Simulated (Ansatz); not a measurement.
`BCSCF` + `CC(Cl)Br` → `BCC(Cl)Br` + `CSCF`  (formal exchange of groups at a B–C bond)

Isolated molecules relaxed with PBE0-D4/def2-TZVP in Ansatz; ΔE leaves out vibrations. CCSD(T)/CBS adds triple-zeta CCSD(T) − MP2 to the extrapolated MP2 energy (def2 sets, frozen cores). Functionals use def2-TZVPP. For Br outer-core shells are correlated without core-valence functions, which leaves a few kJ/mol of doubt a bond. Scalar relativity is left out up to krypton. Each species was taken in one conformer, which may not be the lowest.

`BCSCF`:

Z-matrix (Å, degrees):
```
C
S 1 1.799
B 1 1.551 2 115.0
H 1 1.096 2 111.3 3 -128.2
H 1 1.104 2 109.2 3 115.7
C 2 1.778 1 100.5 3 -174.0
H 3 1.195 1 122.2 2 13.0
H 3 1.196 1 118.2 2 -169.6
F 6 1.382 2 112.9 1 70.8
H 6 1.093 2 110.8 1 -49.7
H 6 1.092 2 107.0 1 -169.8
```

`CC(Cl)Br`:

```xyz
8

C     0.409   -0.477    0.548
C    -0.234    0.491   -0.403
Cl   -1.757    1.114    0.248
Br   -0.521   -0.342   -2.141
H    -0.239   -1.337    0.718
H     1.359   -0.825    0.138
H     0.593    0.020    1.503
H     0.390    1.356   -0.612
```

`BCC(Cl)Br`:

Cartesian coordinates in Å:
```
B 0.042 0.248 -1.505
C -0.267 -0.488 -0.167
C 0.233 0.196 1.075
Cl -0.606 1.741 1.311
Br 0.034 -0.928 2.657
H 0.850 1.128 -1.559
H -0.491 -0.121 -2.509
H 0.238 -1.465 -0.266
H -1.328 -0.736 -0.067
H 1.294 0.425 1.030
```

`CSCF`:

```xyz
9

C     0.975    0.922   -0.297
S    -0.673    0.883    0.423
C    -0.989   -0.864    0.367
F    -1.214   -1.335   -0.912
H     1.683    0.358    0.313
H     0.962    0.535   -1.315
H     1.286    1.967   -0.321
H    -1.886   -1.044    0.965
H    -0.144   -1.423    0.777
```

```json
{"level": "PBE-D4", "ΔE (eV)": "0.03"}
{"level": "ωB97X-V", "ΔE (eV)": "0.02"}
{"level": "B2PLYP", "ΔE (eV)": "0.03"}
{"level": "HF/def2-QZVPP", "ΔE (eV)": "0.04"}
```

Question: What does CCSD(T)/CBS give? (Estimate.)

Answer: Ansatz gave: +0.02 eV. The listed levels differ from it by 0.01, 0.00, 0.01, 0.02 eV.

Largest T1 diagnostic among the species: 0.011.
